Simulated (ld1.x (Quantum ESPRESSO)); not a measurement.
# Building the TM potential for F (Z = 9) (PBEsol, scalar-relativistic).

Input for ld1.x (Quantum ESPRESSO) 7.5:

```
&input
   title='F', zed=9., rel=1, dft='PBESOL', iswitch=3,
   config='[He] 2s2 2p4 3d-2',
   nld=3, rlderiv=0.95, eminld=-5.0, emaxld=5.0, deld=0.02
 /
 &inputp
   pseudotype=2, tm=.true., lloc=1,
   nlcc=.false.,
   file_pseudopw='F.UPF', file_wfcaegen='ae.wfc', file_wfcncgen='nc.wfc', file_beta='beta', file_chi='chi'
 /
3
2S  1  0   2.00   0.00  0.50  0.50  0.0
3D  3  2  -2.00  -0.05  0.85  0.85  0.0
2P  2  1   4.00   0.00  0.80  0.80  0.0
 &test
   configts(1)='2s2 2p4'
 /
```

Command:

```bash
ld1.x < F.in > F.out
```

The program printed (shortened: banner, matrices, multipoles, cross overlaps and the repeated all-electron block are left out):

```
Program LD1 v.7.5
     --------------------------- All-electron run ----------------------------

     F
     scalar relativistic calculation

     atomic number is  9.00
     dft =PBESOL   lsd =0 sic =0 latt =0  beta=0.20 tr2=1.0E-14
     Exchange-correlation= PBESOL
                           (   1   4  10   8   0   0   0)
     mesh =1105 r(mesh) =  99.76081 a.u. xmin = -7.00 dx = 0.01250
     1 Ry =  13.60569312 eV, c = 137.03599908

     n l     nl                  e(Ry)          e(Ha)          e(eV)
     1 0     1S 1( 2.00)       -50.1174       -25.0587      -681.8816
     2 0     2S 1( 2.00)        -3.4678        -1.7339       -47.1822
     2 1     2P 1( 4.00)        -2.0741        -1.0371       -28.2200

     final scf error:  2.5E-15 reached in  17 iterations

     Etot =    -197.476466 Ry,     -98.738233 Ha,   -2686.804198 eV

     Ekin =     197.298425 Ry,      98.649212 Ha,    2684.381824 eV
     Encl =    -463.611935 Ry,    -231.805968 Ha,   -6307.761717 eV
     Eh   =      87.637236 Ry,      43.818618 Ha,    1192.365337 eV
     Exc  =     -18.800192 Ry,      -9.400096 Ha,    -255.789640 eV

     normalization and overlap integrals

     s(1S/1S) =  1.000000  <r> =   0.1766  <r2> =    0.0421  r(max) =   0.1139
     s(2S/2S) =  1.000000  <r> =   0.9634  <r2> =    1.1181  r(max) =   0.7522
     s(2P/2P) =  1.000000  <r> =   0.9833  <r2> =    1.2434  r(max) =   0.6806

     ------------------------ End of All-electron run ------------------------

     --------------------- Generating NC pseudopotential ---------------------

      Generating local pot.: lloc=1, matching radius rcloc =   0.8000

      Wfc   2S  rcut= 0.498  Using Troullier-Martins method

      Wfc   3D  rcut= 0.842  Using Troullier-Martins method

     ------------------- End of pseudopotential generation -------------------

     Computing logarithmic derivative in   0.94795
     Computing logarithmic derivative in   0.94795
     Computing the partial wave expansion
     R is outside the sphere for l=    0 j= 0.00
       no projector for channel:   1
     R is outside the sphere for l=    2 j= 0.00

     ---------------------- Testing the pseudopotential ----------------------

     F
     scalar relativistic calculation

     atomic number is  9.00   valence charge is  7.00
     dft =PBESOL   lsd =0 sic =0 latt =0  beta=0.20 tr2=1.0E-14
     mesh =1105 r(mesh) =  99.76081 xmin = -7.00 dx = 0.01250

     n l     nl             e AE (Ry)        e PS (Ry)    De AE-PS (Ry)
     1 0     2S   1( 2.00)       -3.46782       -3.46776       -0.00007
     2 1     2P   1( 4.00)       -2.07413       -2.07416        0.00003

     eps = 4.2E-15  iter = 10

     Etot =    -197.476466 Ry,     -98.738233 Ha,   -2686.804198 eV
     Etotps =   -46.669619 Ry,     -23.334810 Ha,    -634.972519 eV

     Ekin =      34.371626 Ry,      17.185813 Ha,     467.649792 eV
     Encl =    -111.943943 Ry,     -55.971971 Ha,   -1523.074931 eV
     Ehrt =      33.810708 Ry,      16.905354 Ha,     460.018112 eV
     Ecxc =      -7.799252 Ry,      -3.899626 Ha,    -106.114224 eV
     Epseu=       4.891242 Ry,       2.445621 Ha,      66.548733 eV

     ---------------------- End of pseudopotential test ----------------------
```

Generation and configuration tests took about 1.5 s on one core of a shared server CPU.

Transferability test of the new file with ld1.x, input:

```
&input
   title='F', zed=9., rel=1, dft='PBESOL', iswitch=2,
   config='[He] 2s2 2p4 3d-2'
 /
 &test
   file_pseudo='F.UPF', nconf=8,
   configts(1)='2s2 2p4',
   configts(2)='2s2 2p5',
   configts(3)='2s2 2p3',
   configts(4)='2s2 2p2',
   configts(5)='2s2 2p4.5',
   configts(6)='2s1 2p6',
   configts(7)='2s1 2p5',
   configts(8)='2s2 2p1'
 /
```

```bash
ld1.x < F.test.in > F.test.out
```

Pseudopotential blocks of its output, shortened (energy terms left out):

```
     ---------------------- Testing the pseudopotential ----------------------

     n l     nl             e AE (Ry)        e PS (Ry)    De AE-PS (Ry)
     1 0     2S   1( 2.00)       -3.46782       -3.46776       -0.00007
     2 1     2P   1( 4.00)       -2.07413       -2.07416        0.00003

     eps = 5.0E-15  iter = 14

     Etot =    -197.476466 Ry,     -98.738233 Ha,   -2686.804198 eV
     Etotps =   -46.669620 Ry,     -23.334810 Ha,    -634.972523 eV

     ---------------------- End of pseudopotential test ----------------------

          ---------------------- Testing the pseudopotential ----------------------

     n l     nl             e AE (Ry)        e PS (Ry)    De AE-PS (Ry)
     1 0     2S   1( 2.00)       -2.18441       -2.18334       -0.00107
     2 1     2P   1( 5.00)       -0.81228       -0.81235        0.00007

     eps = 5.3E-15  iter = 15

     Etot =    -198.896219 Ry,     -99.448109 Ha,   -2706.120914 eV
     Etotps =   -48.089584 Ry,     -24.044792 Ha,    -654.292122 eV
     dEtot_ae =      -1.419752 Ry
     dEtot_ps =      -1.419964 Ry,   Delta E=       0.000212 Ry

     ---------------------- End of pseudopotential test ----------------------

          ---------------------- Testing the pseudopotential ----------------------

     n l     nl             e AE (Ry)        e PS (Ry)    De AE-PS (Ry)
     1 0     2S   1( 2.00)       -4.97983       -4.98056        0.00073
     2 1     2P   1( 3.00)       -3.59242       -3.59044       -0.00198

     eps = 8.9E-15  iter = 16

     Etot =    -194.663071 Ry,     -97.331535 Ha,   -2648.526005 eV
     Etotps =   -43.856778 Ry,     -21.928389 Ha,    -596.701863 eV
     dEtot_ae =       2.813395 Ry
     dEtot_ps =       2.812842 Ry,   Delta E=       0.000554 Ry

     ---------------------- End of pseudopotential test ----------------------

          ---------------------- Testing the pseudopotential ----------------------

     n l     nl             e AE (Ry)        e PS (Ry)    De AE-PS (Ry)
     1 0     2S   1( 2.00)       -6.68351       -6.68296       -0.00055
     2 1     2P   1( 2.00)       -5.33500       -5.32521       -0.00980  !

     eps = 7.6E-15  iter = 13

     Etot =    -190.217225 Ry,     -95.108612 Ha,   -2588.037187 eV
     Etotps =   -39.415930 Ry,     -19.707965 Ha,    -536.281046 eV
     dEtot_ae =       7.259241 Ry
     dEtot_ps =       7.253690 Ry,   Delta E=       0.005552 Ry

     ---------------------- End of pseudopotential test ----------------------

          ---------------------- Testing the pseudopotential ----------------------

     n l     nl             e AE (Ry)        e PS (Ry)    De AE-PS (Ry)
     1 0     2S   1( 2.00)       -2.79410       -2.79349       -0.00061
     2 1     2P   1( 4.50)       -1.40819       -1.40834        0.00015

     eps = 4.2E-15  iter = 15

     Etot =    -198.344238 Ry,     -99.172119 Ha,   -2698.610838 eV
     Etotps =   -47.537503 Ry,     -23.768751 Ha,    -646.780677 eV
     dEtot_ae =      -0.867772 Ry
     dEtot_ps =      -0.867883 Ry,   Delta E=       0.000111 Ry

     ---------------------- End of pseudopotential test ----------------------

          ---------------------- Testing the pseudopotential ----------------------

     n l     nl             e AE (Ry)        e PS (Ry)    De AE-PS (Ry)
     1 0     2S   1( 1.00)       -2.22012       -2.21579       -0.00433
     2 1     2P   1( 6.00)       -0.84401       -0.84429        0.00028

     eps = 6.7E-15  iter = 19

     Etot =    -197.522087 Ry,     -98.761043 Ha,   -2687.424895 eV
     Etotps =   -46.718430 Ry,     -23.359215 Ha,    -635.636616 eV
     dEtot_ae =      -0.045620 Ry
     dEtot_ps =      -0.048810 Ry,   Delta E=       0.003190 Ry

     ---------------------- End of pseudopotential test ----------------------

          ---------------------- Testing the pseudopotential ----------------------

     n l     nl             e AE (Ry)        e PS (Ry)    De AE-PS (Ry)
     1 0     2S   1( 1.00)       -3.48092       -3.47733       -0.00359
     2 1     2P   1( 5.00)       -2.08348       -2.08449        0.00101

     eps = 4.4E-15  iter = 12

     Etot =    -196.080875 Ry,     -98.040438 Ha,   -2667.816217 eV
     Etotps =   -45.276502 Ry,     -22.638251 Ha,    -616.018194 eV
     dEtot_ae =       1.395591 Ry
     dEtot_ps =       1.393117 Ry,   Delta E=       0.002473 Ry

     ---------------------- End of pseudopotential test ----------------------

          ---------------------- Testing the pseudopotential ----------------------

     n l     nl             e AE (Ry)        e PS (Ry)    De AE-PS (Ry)
     1 0     2S   1( 2.00)       -8.55411       -8.54561       -0.00850  !
     2 1     2P   1( 1.00)       -7.27887       -7.24876       -0.03010  !

     eps = 7.6E-15  iter =  9

     Etot =    -183.926283 Ry,     -91.963141 Ha,   -2502.444558 eV
     Etotps =   -33.143302 Ry,     -16.571651 Ha,    -450.937594 eV
     dEtot_ae =      13.550184 Ry
     dEtot_ps =      13.526318 Ry,   Delta E=       0.023866 Ry

     ---------------------- End of pseudopotential test ----------------------
```
